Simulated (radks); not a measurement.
Values are calculated unless marked as measured or tabulated.
Q: Dy38+, configuration [Ar] 3d9 6d1 (not the ground configuration). Code: a radial shooting solver on a logarithmic mesh with Libxc functionals. Model: non-relativistic Kohn-Sham, BLYP, spin-polarised, spherical densities, point nucleus; open shells are filled with parallel spins first (spin-orbit coupling, left out, can overturn this in heavy ions); relativity is left out, which matters for an element this heavy. Some entries of the table are withheld. Estimate them.

orbital,occ.,eigenvalue (eV),<r^2> (bohr^2),r(max) (bohr)
1s up,1,-51968.55,0.0007055,0.01524
1s down,1,-51968.49,0.0007054,0.01524
2s up,1,-9765.904,0.01111,0.08325
2s down,1,-9761.639,0.01111,0.08324
2p up,3,-9397.551,0.008247,0.06475
2p down,3,-9394.421,0.008243,0.06473
3s up,1,(1),0.06784,0.2280
3s down,1,(2),0.06791,0.2280
3p up,3,-3217.349,0.06278,0.2151
3p down,3,-3213.280,0.06286,0.2152
3d up,5,(3),0.04882,0.1701
3d down,4,(4),0.04890,0.1702
6d up,1,-624.5828,1.593,1.290

A: 
(1) 3s up eigenvalue (eV): -3378.150
(2) 3s down eigenvalue (eV): -3374.328
(3) 3d up eigenvalue (eV): -2926.271
(4) 3d down eigenvalue (eV): -2921.122
